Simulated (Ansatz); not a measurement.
C₃H₃ClO₂Zn (`[Cl][Zn-]1[O]C=CC=[O+]1`) from Hartree–Fock to CCSD(T)

Z-matrix (Å, degrees):
```
Zn
O 1 1.935
O 1 1.935 2 96.5
Cl 1 2.115 2 131.8 3 180.0
C 2 1.264 1 122.1 3 -0.1
C 3 1.264 1 122.1 2 0.1
C 5 1.392 2 127.5 1 0.0
H 5 1.097 2 115.3 1 -180.0
H 6 1.097 3 115.3 1 180.0
H 7 1.082 5 117.8 2 -180.0
```

The species carries charge 0 and has multiplicity 1. For Zn the d shell is correlated and the shells below it are frozen. Scalar relativity is left out up to krypton. All single points use the PBE0-D4/def2-TZVP geometry. Frozen core, restricted reference, Ansatz 0.2.0.

```tsv
basis	HF (Eh)	MP2 corr.
def2-SVP	-2501.89313	-1.16734
def2-TZVPP	-2502.60337	-1.60598
def2-QZVPP	-2502.67147	-1.73039
```

Question: Estimate the CCSD correlation energy and the (T) correction in each basis where they were run (hartree).

Answer: 
```
   basis  CCSD corr.       (T)
def2-SVP    -1.18188  -0.03807
```
